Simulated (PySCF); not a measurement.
# Hartree-Fock beside MP2: AlB2FH3 cation

These are calculations, not measurements. They come from PySCF 2.14.0, an open-source quantum chemistry program, on an isolated molecule that a program drew, which may never have been made. The molecule is AlB2FH3 cation (charge +1, singlet), drawn as the SMILES string `B[BH][Al+][F]`.

The geometry was optimised and harmonic frequencies were computed with HF and MP2, all in the cc-pV(D+d)Z basis, for the commonest isotopes, with a restricted reference for singlets and an unrestricted one otherwise, and a frozen core in MP2. Each result is a local minimum of its method.

Geometry at the HF minimum:
```xyz
7
AlB2FH3 cation, angstrom
B     1.1321   -2.0523   -1.4598
B     0.4002   -2.6878   -0.0872
Al   -1.0629   -1.4614    0.9901
F    -2.1387   -0.5543    1.7785
H     0.6207   -2.2069   -2.5295
H     2.1441   -1.4241   -1.3549
H     0.5289   -3.7434    0.4503
```

Lengths of the bonds as drawn, in Å (atoms numbered as above):
```
bond,HF,MP2
B1-B2,1.680,1.667
B2-Al3,2.192,2.163
Al3-F4,1.613,1.638
B1-H5,1.196,1.205
B1-H6,1.196,1.205
B2-H7,1.192,1.202
```

Rotational constants, in GHz:
```
constant     HF    MP2
       A   28.2  26.91
       B  2.234  2.284
       C  2.107  2.145
```

Harmonic frequencies in cm^-1, each column in rising order, so a row needn't be the same motion in every method:
```
rank,HF,MP2
1,96,87
2,133,127
3,208,186
4,310,294
5,400,416
6,449,423
7,783,733
8,844,804
9,940,912
10,971,946
11,1021,970
12,1231,1149
13,2703,?
14,2793,2715
15,2798,2732
```

**Estimate the missing MP2 frequency from the HF column.**

A single factor s that minimises the squared misfit of MP2 against s times HF over the other rows is sum(HF x MP2) / sum(HF^2) = 0.9682, with an rms misfit of 19 cm^-1. For rank 13 it gives 0.9682 x 2703 = 2617 cm^-1. The calculation gives 2634 cm^-1, 17 cm^-1 above the estimate. The drawn bonds are on average 0.3 % longer in MP2 than in HF.
